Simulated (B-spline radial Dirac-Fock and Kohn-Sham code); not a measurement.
Radiative decay of the 1s hole in La⁵⁺

System: lanthanum as La⁵⁺, configuration [Kr] 4d10 5s2 5p4.

Input file task.json (cfg lists n, l and occupation; rrms is the nuclear radius in fm):

```json
{"items": [{
  "Z": 57,
  "q": 5,
  "cfg": [[1, 0, 2], [2, 0, 2], [2, 1, 6], [3, 0, 2], [3, 1, 6], [3, 2, 10], [4, 0, 2], [4, 1, 6], [4, 2, 10], [5, 0, 2], [5, 1, 4]],
  "A": 139,
  "rrms": 4.855,
  "do": ["binding", "quiet", "decay"],
  "holes": ["K", "L1", "L2", "L3", "M1", "M2", "M3", "M4", "M5", "N1", "N2", "N3", "N4", "N5"]
}]}
```

Run with: `python xray_run.py task.json out`

The computed values come from a radial finite-basis atomic code: independent-particle rates on relativistic LDA orbitals of the hole state (multipoles up to L = 3, Coulomb Auger matrix elements, transition energies from Dirac-Fock).

```csv
line,multipole,energy (eV),width (meV),share (%)
K-L2,E1,33031.8,3600,28.7
K-L3,E1,33439.8,6610,52.7
K-M2,E1,37715.6,628,5.02
K-M3,E1,37796.8,1220,9.75
K-M4,E2,38074.0,7.32,0.0585
K-M5,E2,38090.8,9.91,0.0791
K-N2,E1,38704.3,135,1.08
K-N3,E1,–,265,2.11
K-N5,E2,38826.6,2.14,0.0171
K-O2,E1,38916.5,17.4,0.139
K-O3,E1,38919.6,34.5,0.275
```

The listed lines hold 100.0 % of the radiative rate. A dash stands for an energy that rests on an unreliable hole state. The radiative width is 12.5 eV in the length form and 12.8 eV in the velocity form; the two differ because the transition energies are not eigenvalue differences of the potential that gave the orbitals. Kα2/Kα1 is 0.544 and Kβ/Kα is 0.228.
